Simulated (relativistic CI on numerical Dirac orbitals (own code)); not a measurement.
**Ga V: calculation against measurement**

Calculated at this level of theory: Dirac-Coulomb-Breit CI, separate exchange-only KLI orbitals for each configuration, a model potential for QED, valence Slater integrals scaled by 0.85, P86 correlation energy added to each configuration (own radial code, finite nucleus).

Configurations in the expansion (outside the closed core [Ne]): 3s2 3p6 3d9, 3s2 3p6 3d8 4s, 3s2 3p6 3d8 4p, 3s2 3p5 3d10, 3s2 3p6 3d8 4d, 3s2 3p6 3d8 5s, 3s2 3p6 3d8 5p, 3s2 3p6 3d7 4s2, 3s2 3p6 3d8 4f, 3s2 3p6 3d8 5d, 3s2 3p6 3d7 4s 4p, 3s2 3p6 3d8 5f, 3s2 3p6 3d8 5g, 3s2 3p6 3d7 4p2, 3s 3p6 3d10, 3s2 3p6 3d7 4s 4d. Levels of other configurations are missing.

```
 Configuration  Term (tabulated)     J  Measured (cm⁻¹)  Computed  Error  Purity (%)
   3s2 3p6 3d9                2D   5/2              0.0         0      0         100
   3s2 3p6 3d9                2D   3/2           3583.0      3501    -82         100
3s2 3p6 3d8 4s                4F   9/2         210052.0    209328   -724         100
3s2 3p6 3d8 4s                4F   7/2         212121.0    211330   -791          94
3s2 3p6 3d8 4s                4F   5/2         214000.0    213184   -816          98
3s2 3p6 3d8 4s                4F   3/2         215237.0    214412   -825          98
3s2 3p6 3d8 4s                2F   7/2         218301.0    217068  -1233          94
3s2 3p6 3d8 4s                2F   5/2         221488.0    220199  -1289          96
3s2 3p6 3d8 4s                2D   3/2         232968.0    232464   -504          76
3s2 3p6 3d8 4s                4P   3/2         235609.0    235158   -451          83
3s2 3p6 3d8 4s                4P   1/2         235752.0    235327   -425          99
3s2 3p6 3d8 4s                2P   3/2         242026.0    240929  -1097          93
3s2 3p6 3d8 4s                2P   1/2         243053.0    241909  -1144          99
3s2 3p6 3d8 4s                2G   9/2         246093.0    243502  -2591         100
3s2 3p6 3d8 4s                2G   7/2         246133.0    243542  -2591         100
3s2 3p6 3d8 4p               4D°   7/2         296992.0    296077   -915          93
3s2 3p6 3d8 4p               4D°   5/2         300144.0    299157   -987          93
3s2 3p6 3d8 4p               4G°   9/2         300730.0    299344  -1386          57
3s2 3p6 3d8 4p               4G°  11/2         302217.0    300673  -1544         100
3s2 3p6 3d8 4p               4D°   3/2         302499.0    301478  -1021          95
3s2 3p6 3d8 4p               4G°   7/2         302779.0    301350  -1429          76
3s2 3p6 3d8 4p               4D°   1/2         303911.0    302882  -1029          99
3s2 3p6 3d8 4p               4G°   5/2         304272.0    302834  -1438          89
3s2 3p6 3d8 4p               4F°   9/2         305249.0    303490  -1759          79
3s2 3p6 3d8 4p               4F°   7/2         306628.0    304928  -1700          62
3s2 3p6 3d8 4p               2G°   9/2         306947.0    305379  -1568          60
3s2 3p6 3d8 4p               4F°   5/2         307745.0    306118  -1627          74
3s2 3p6 3d8 4p               4F°   3/2         307864.0    306368  -1496          77
3s2 3p6 3d8 4p               2D°   5/2         309616.0    308347  -1269          76
3s2 3p6 3d8 4p               2D°   3/2         311991.0    310729  -1262          78
3s2 3p6 3d8 4p               2F°   5/2         313088.0    311431  -1657          75
3s2 3p6 3d8 4p               4P°   3/2         319570.0    318770   -800          71
3s2 3p6 3d8 4p               4P°   5/2         320093.0    319225   -868          62
3s2 3p6 3d8 4p               4P°   1/2         320429.0    319733   -696          89
3s2 3p6 3d8 4p               2F°   5/2         322388.0    321122  -1266          74
3s2 3p6 3d8 4p               2D°   3/2         324314.0    323245  -1069          58
3s2 3p6 3d8 4p               2F°   7/2         324407.0    322794  -1613          86
3s2 3p6 3d8 4p               2P°   1/2         324874.0    323519  -1355          88
3s2 3p6 3d8 4p               2D°   5/2         325713.0    324715   -998          81
3s2 3p6 3d8 4p               2P°   3/2         326549.0    325108  -1441          59
3s2 3p6 3d8 4p               4D°   5/2         329103.0    327586  -1517          70
3s2 3p6 3d8 4p               4D°   1/2         329108.0    327511  -1597          96
3s2 3p6 3d8 4p               4D°   3/2         329112.0    327577  -1535          86
3s2 3p6 3d8 4p               4D°   7/2         330174.0    328385  -1789          81
3s2 3p6 3d8 4p               2D°   5/2         332473.0    331003  -1470          73
3s2 3p6 3d8 4p               2H°   9/2         332600.0    329495  -3105          98
3s2 3p6 3d8 4p               2P°   3/2         332707.0    331554  -1153          82
3s2 3p6 3d8 4p               2D°   3/2         333929.0    332552  -1377          79
3s2 3p6 3d8 4p               2H°  11/2         334765.0    332026  -2739         100
3s2 3p6 3d8 4p               2F°   7/2         335089.0    332435  -2654          91
3s2 3p6 3d8 4p               2P°   1/2         335605.0    334214  -1391          83
3s2 3p6 3d8 4p               2F°   5/2         336909.0    334032  -2877          97
3s2 3p6 3d8 4p               2S°   1/2         337491.0    335878  -1613          84
3s2 3p6 3d8 4p               4S°   3/2         337690.0    335526  -2164          97
3s2 3p6 3d8 4p               2G°   7/2         344200.0    340215  -3985          97
3s2 3p6 3d8 4p               2G°   9/2         344668.0    340638  -4030          98
```

Measured levels from Shirai, Reader, Kramida and Sugar, J. Phys. Chem. Ref. Data 36, 509 (2007); pairs were made by configuration, J and term (by order where the table uses no LS term), so strongly mixed levels may be paired wrongly.

Mean error by configuration (cm⁻¹): 3s2 3p6 3d9 -82; 3s2 3p6 3d8 4s -1114; 3s2 3p6 3d8 4p -1639. Over the excited levels the mean absolute error is 1486 cm⁻¹ (55 of the 59 excited levels that our extract of the source holds in range could be paired, and the others can miss by more), and the median relative error of those above 1,000 cm⁻¹ is 0.46 %.
